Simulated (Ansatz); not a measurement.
LiPt₃⁺. Total charge 1; triplet. Geometry PBE-D4/def2-TZVP, that of the neutral doublet; atoms count from 1.

```xyz
4

Li    1.251    0.846   -0.086
Pt    0.330   -1.438   -0.479
Pt   -1.093    0.623   -0.907
Pt   -0.487   -0.030    1.472
```

In the def2 sets Pt takes a core potential; there is no spin–orbit coupling. At PBE0-D4/def2-TZVP a singlet of charge 1 lies 0.18 eV below the triplet at the same geometry. The structure comes from a short search, and lower isomers may exist.

**Question.** Estimate the Mulliken populations from the PBE0/def2-TZVP orbitals of Ansatz.

**Answer.** 
```
atom  charge (e)  spin (α − β)  d electrons
 Li1        0.65         -0.01            –
 Pt2        0.14          0.80         8.93
 Pt3        0.14          0.80         8.93
 Pt4        0.06          0.41         9.14
```
Mulliken values depend strongly on the basis.

**Question.** Where does the spin sit?

**Answer.** Summed by element: Li -0.01, Pt 2.01, of 2 unpaired in all. Largest on single atoms: Pt2 0.80, Pt3 0.80, Pt4 0.41.

**Question.** And the Mayer bond orders between heavy atoms (over 0.3)?

**Answer.** Pt2–Pt3 1.18 (2.54 Å); Pt2–Pt4 0.81 (2.54 Å); Pt3–Pt4 0.81 (2.54 Å).
